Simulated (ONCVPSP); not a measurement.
**O (Z = 8): one change to an ONCV potential, before and after**

* Element: O
* Generator: ONCVPSP 4.0.1
* Type: optimised norm-conserving Vanderbilt (ONCV)
* Functional: LDA (Perdew-Zunger)
* Relativity: scalar-relativistic
* Frozen core: [He]
* Valence charge: 6
* Reference configuration: 2s2 2p3.75 (charge +0.25)
* Partial waves: 2s: rc 0.75 bohr, ncon 4, nbas 8, qcut 7.8 1/bohr, 1 projector; 2p: rc 1.65 bohr, ncon 4, nbas 8, qcut 10.5 1/bohr, 2 projectors, debl 2.8 Ha; d scattering state at 0.11 Ha: rc 1.60 bohr, ncon 4, nbas 7, qcut 6.8 1/bohr, 2 projectors, debl 4 Ha
* Local potential: polynomial inside 0.55 bohr (lpopt 4, dvloc0 1 Ha)
* Core correction: none

Change: s: rc 0.98.

Cutoffs: the cutoffs (Ha) at which the residual kinetic energy of the hardest occupied pseudo-wave falls to 1 and 0.1 mHa per electron; they do not see the model core or the augmentation charge, which bear on the density cutoff. Errors are all-electron minus pseudo energies relative to the spin-unpolarised reference configuration.

**Question.** Predict the effect on cutoff, ghosts and configuration errors.

**Answer.** The potential gets softer (77 Ha and 272 Ha → 31 Ha and 152 Ha); the errors of the 4 common tests hardly move; neither file shows a bound ghost. A larger radius leaves more room for a smooth pseudo-wave, so fewer plane waves are needed.

```tsv
quantity	base	changed
cutoff, loose	77 Ha	31 Ha
cutoff, tight	272 Ha	152 Ha
loose cutoff by channel	s 77 Ha, p 31 Ha	s 30 Ha, p 31 Ha
bound ghosts	none	none
GHOST(+) flags under 300 eV	d at 166.9 eV	d at 166.9 eV
error for 2s2 2p4, meV [ΔE -2.73 eV]	+1.1	+1.2
error for 2s2 2p3, meV [ΔE 13.85 eV]	+19	+21
error for 2s2 2p2, meV [ΔE 47.56 eV]	+207	+217
error for 2s0 2p6, meV [ΔE 26.50 eV]	+100	+110
p: phases at 1.68 bohr within 0.05 rad from the reference energy up to (Ha; the scan ends near 5)	to the end of the scan	to the end of the scan
d: phases at 1.63 bohr within 0.05 rad from the reference energy up to (Ha; the scan ends near 5)	to the end of the scan	to the end of the scan
```
